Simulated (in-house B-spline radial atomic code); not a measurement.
Values are calculated unless marked as measured or tabulated.
**Weak and strong correlation along the adiabatic connection**

Two-electron singlets in several external potentials (atomic units), by full CI in B-splines with partial waves to l = 8 (correlation energies up to 0.6 % small). The repulsion is scaled by λ at fixed density; W(λ) is the mean repulsion less the Hartree energy, W(0) = E_x, and the area under W from 0 to 1 is E_xc.

One system gave this curve:

```tsv
λ	W (hartree)
0	-1.047
0.02	-1.0491
0.05	-1.052
0.12	-1.0588
0.25	-1.0709
0.4	-1.084
0.6	-1.1002
0.8	-1.1151
1	-1.1289
1.4	-1.1535
2	-1.1844
3	-1.2242
4.5	-1.2662
7	-1.3108
```

Question: Which system is it?
A. −Z exp(−kr)/r, Z = 2.22, k = 0.617
B. −Z/r, Z = 1, wall at 1 bohr
C. ω²r²/2 − Z/r, ω = 0.0131, Z = 1.5
D. −Z/r, Z = 6, wall at 1 bohr

Answer: A. The exchange energy sets the size: −Z exp(−kr)/r, Z = 2.22, k = 0.617: E_x = -1.05, E_c = -0.0438; −Z/r, Z = 6, wall at 1 bohr: E_x = -3.58, E_c = -0.0447; −Z/r, Z = 1, wall at 1 bohr: E_x = -1.87, E_c = -0.0478; ω²r²/2 − Z/r, ω = 0.0131, Z = 1.5: E_x = -0.71, E_c = -0.0409 hartree.
